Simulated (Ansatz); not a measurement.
`O[SiH2][SeH]` + HCl → `Cl[SiH2][SeH]` + H₂O at 298.15 K and 1 bar (ligand exchange at the Si–O bond).

Isolated molecules relaxed with PBE0-D4/def2-TZVP in Ansatz; ΔE leaves out vibrations. CCSD(T)/CBS adds triple-zeta CCSD(T) − MP2 to the extrapolated MP2 energy (def2 sets, frozen cores). This one scheme is used for every species. For Se outer-core shells are correlated without core-valence functions, which leaves a few kJ/mol of doubt a bond. Scalar relativity is left out up to krypton. One conformer a species, not always the lowest.

| species | CCSD(T)/CBS energy (Eh) | H − E (kJ/mol) | S (J/(mol·K)) |
| --- | --- | --- | --- |
| `O[SiH2][SeH]` | -2767.43299 | 120.8 | 318.3 |
| HCl | -460.38127 | 26.6 | 186.8 |
| `Cl[SiH2][SeH]` | -3151.43476 | 86.9 | 325.8 |
| H₂O | -76.37941 | 66.4 | 188.7 |

H − E and S are ideal-gas, rigid-rotor, harmonic terms from PBE0-D4/def2-TZVP, for one conformer and one mirror image of each species. 1 Eh = 2625.50 kJ/mol, R = 8.31446 J/(mol·K).

Problem. By hand: ΔE, ΔH, ΔS and ΔG.

Solution. ΔE = (-3151.43476) + (-76.37941) − (-2767.43299) − (-460.38127) = 0.00009 Eh = 0.2 kJ/mol. Δ(H − E) = 86.9 + 66.4 − 120.8 − 26.6 = 5.9, so ΔH = 6.1 kJ/mol. ΔS = 325.8 + 188.7 − 318.3 − 186.8 = 9.4 J/(mol·K). ΔG = 6.1 − 298.15 × (9.4)/1000 = 3.3 kJ/mol.

Problem. By hand: the equilibrium constant, and the temperature at which ΔG would vanish if ΔH and ΔS stayed fixed.

Solution. log₁₀ K = −ΔG/(RT ln 10) = -0.6. ΔG = 0 at ΔH/ΔS = 649 K, though so small a ΔH makes that figure unsure.

TΔS isn't small against ΔH here. The sign of ΔG lies within the doubt. A doubt of 5 kJ/mol in ΔE shifts log₁₀ K by 0.9 here. Other conformers and mirror images would add mixing entropy, several J/(mol·K) or more a flexible species. These are equilibria of isolated gas molecules and say nothing of rates. Largest T1 diagnostic: 0.010 (customary marks: 0.02 for closed shells, 0.045 for open ones).
